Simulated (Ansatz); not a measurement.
System: 2-fluoro-1-methylpyrrole, C5H6FN, net charge 0, singlet state. 
Coordinates optimised at B3LYP-D3(BJ)/def2-TZVP (Ansatz, a quantum-chemistry and plane-wave program):
```xyz
13

C     -2.0380    -0.1786     0.0553
N     -0.5968    -0.3135     0.0639
C      0.1211    -1.4949     0.0702
C      1.4545    -1.1872    -0.0133
C      1.5774     0.2325    -0.0805
C      0.2981     0.7079    -0.0342
F     -0.1582     1.9636    -0.0659
H     -2.4255    -0.1001    -0.9629
H     -2.3296     0.7107     0.6107
H     -2.4758    -1.0515     0.5352
H     -0.3871    -2.4407     0.1383
H      2.2649    -1.8962    -0.0163
H      2.4752     0.8213    -0.1445
```

Property: vertical triplet-singlet gap (E(triplet) - E(singlet); each state is the SCF solution reached for its spin; the UHF <S^2> is 2.20 for the triplet (pure: 2.00)), in kJ/mol. Valence correlation only, unless marked. Open shells are spin-unrestricted. Spin-orbit coupling is left out. No relativistic terms. CBS marks a two-point X^-3 extrapolation of the correlation energy; Hartree-Fock from the larger set. [CCSD(T)-MP2]/basis is that difference in the basis named.

RI-MP2/CBS(aug-cc-pVTZ,aug-cc-pVQZ)+[CCSD(T)-MP2]/aug-cc-pVTZ (Ansatz) gives 447.8 kJ/mol.

### Question
Another calculation gave 434.0 kJ/mol. Which level was it?
(A) CAM-B3LYP/def2-TZVPD (Ansatz)
(B) BHLYP/def2-TZVPD (Ansatz)
(C) wB97X-V/def2-TZVPD (Ansatz)

### Answer
C, wB97X-V/def2-TZVPD (Ansatz). The others give 421.0 (CAM-B3LYP), 408.6 (BHLYP) kJ/mol.
